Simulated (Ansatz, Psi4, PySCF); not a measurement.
HAl, singlet, at a GFN2-xTB geometry (such geometries of metal compounds can be far from the true shape), atoms displaced at random by about 0.08 Å a coordinate. Base run: PBE0/def2-TZVP, gradient (PySCF).

Input for PySCF:
```python
from pyscf import gto, scf, dft

mol = gto.M(
    atom='''
Al   -0.16640085   -0.09240233   -0.22046196
H    -0.08362470   -0.09804886    1.50608781
''',
    basis='def2-tzvp',
    verbose=3,
)

mf = dft.RKS(mol)
mf.xc = 'pbe0'
mf.kernel()
g = mf.nuc_grad_method()
grad = g.kernel()
```

Programs used: Ansatz (an electronic-structure program), Psi4, PySCF; a row that names a program was run with it.

The coordinate followed is y of atom 2.

Variants of this job, named by their change:

```json
[
 {"change": "base", "dE/dx (Eh/bohr)": "-0.000035", "net force (Eh/bohr)": "0.000000"},
 {"change": "code = ansatz", "dE/dx (Eh/bohr)": "-0.000035", "net force (Eh/bohr)": "0.000000"},
 {"change": "code = psi4", "dE/dx (Eh/bohr)": "-0.000035", "net force (Eh/bohr)": "0.000000"},
 {"change": "finite difference step (bohr) = 0.05; conv_tol = 1e-11", "dE/dx (Eh/bohr)": "-0.000035", "net force (Eh/bohr)": "-"},
 {"change": "finite difference step (bohr) = 0.01; conv_tol = 1e-11", "dE/dx (Eh/bohr)": "-0.000035", "net force (Eh/bohr)": "-"},
 {"change": "grids.level = 0; grid_response = off", "dE/dx (Eh/bohr)": "-0.000034", "net force (Eh/bohr)": "0.001245"},
 {"change": "conv_tol = 1e-11", "dE/dx (Eh/bohr)": "-0.000035", "net force (Eh/bohr)": "0.000000"},
 {"change": "grids.level = 1; grid_response = off", "dE/dx (Eh/bohr)": "-0.000036", "net force (Eh/bohr)": "0.000007"},
 {"change": "finite difference step (bohr) = 1e-4; conv_tol = 1e-11", "dE/dx (Eh/bohr)": "-0.000035", "net force (Eh/bohr)": "-"},
 {"change": "grids.level = 5; grid_response = off", "dE/dx (Eh/bohr)": "-0.000035", "net force (Eh/bohr)": "0.000000"},
 {"change": "conv_tol = 1e-4", "dE/dx (Eh/bohr)": "-0.000035", "net force (Eh/bohr)": "0.000000"},
 {"change": "finite difference step (bohr) = 0.2; conv_tol = 1e-11", "dE/dx (Eh/bohr)": "-0.000036", "net force (Eh/bohr)": "-"}
]
```

The net force is zero for an exact gradient.
